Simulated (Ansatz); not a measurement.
BH6NOSi (`BO[SiH2]N`). Total charge 0; spin multiplicity 1. The structure was optimised at the PBE0-D4/def2-TZVP level. It is one conformer, not always the lowest.

```xyz
10

B     0.309   -1.115    1.694
O     0.473   -0.856    0.385
Si   -0.459   -0.015   -0.710
N     0.266    1.404   -1.298
H    -0.666   -0.710    2.275
H     1.154   -1.753    2.258
H    -1.723    0.357   -0.028
H    -0.649   -0.941   -1.847
H     1.013    1.376   -1.972
H     0.283    2.252   -0.757
```

Question: What is the dipole moment at PBE/def2-TZVPP? (Best estimate.)

Answer: The calculation gave: 1.95 D, with components (0.43, 1.61, -1.01) D in this frame, pointing from negative to positive charge.

Question: And with r2SCAN, B3LYP, ωB97M-V? (Best estimate.)

Answer: The calculation gave: r2SCAN 1.87 D, B3LYP 1.80 D, ωB97M-V 1.80 D.

Question: Give the Mulliken charges with PBE, B3LYP, r2SCAN in def2-TZVPP. (Estimate.)

Answer: Ansatz gave: 
```csv
atom,PBE,B3LYP,r2SCAN
B1,0.06,0.06,0.16
O2,-0.22,-0.30,-0.34
Si3,0.41,0.51,0.53
N4,-0.38,-0.39,-0.44
H5,-0.02,0.00,-0.03
H6,-0.02,0.00,-0.03
H7,-0.08,-0.08,-0.08
H8,-0.07,-0.08,-0.08
H9,0.16,0.14,0.16
H10,0.15,0.14,0.16
```

B3LYP here is the variant with VWN-RPA as its local correlation; programs differ in this.
